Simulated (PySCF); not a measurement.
PySCF 2.14 output of an unrestricted TPSS calculation on a single atom or ion in x2c-SVPall (5s3p3d1f, 36 functions), with scalar relativity by spin-free X2C-1e:

```
SCF conv_tol = 1e-09
number electrons alpha = 15  beta = 11
    J. Tao, J. P. Perdew, V. N. Staroverov, and G. E. Scuseria.,  Phys. Rev. Lett. 91, 146401 (2003)
    J. P. Perdew, J. Tao, V. N. Staroverov, and G. E. Scuseria.,  J. Chem. Phys. 120, 6898 (2004)
    J. Tao, J. P. Perdew, V. N. Staroverov, and G. E. Scuseria.,  Phys. Rev. Lett. 91, 146401 (2003)
    J. P. Perdew, J. Tao, V. N. Staroverov, and G. E. Scuseria.,  J. Chem. Phys. 120, 6898 (2004)
cycle= 1 E= -1272.41379510417  delta_E= -0.00811  |g|= 0.123  |ddm|= 0.443
cycle= 2 E= -1272.4083487641  delta_E= 0.00545  |g|= 0.156  |ddm|= 0.361
cycle= 3 E= -1272.41882128063  delta_E= -0.0105  |g|= 0.00858  |ddm|= 0.187
cycle= 4 E= -1272.41863899732  delta_E= 0.000182  |g|= 0.00497  |ddm|= 0.102
cycle= 5 E= -1272.41864419629  delta_E= -5.2e-06  |g|= 0.000378  |ddm|= 0.0155
cycle= 6 E= -1272.41864422403  delta_E= -2.77e-08  |g|= 6.78e-05  |ddm|= 0.00158
cycle= 7 E= -1272.41864422618  delta_E= -2.14e-09  |g|= 1.05e-05  |ddm|= 0.000129
cycle= 8 E= -1272.41864422624  delta_E= -6.12e-11  |g|= 1.96e-06  |ddm|= 2.28e-05
converged SCF energy = -1272.41864422624  <S^2> = 6.0087001  2S+1 = 5.0034788
```

The run itself started from symmetry-adapted Hartree-Fock orbitals and held the occupation by maximum overlap, on a logarithmic radial grid, so the iterations belong to that start.

Task: Which element, charge and spin multiplicity is this?

Result: Fe (iron, neutral), multiplicity 5; the state was [Ar] 3d6 4s2, high-spin 5D determinant.
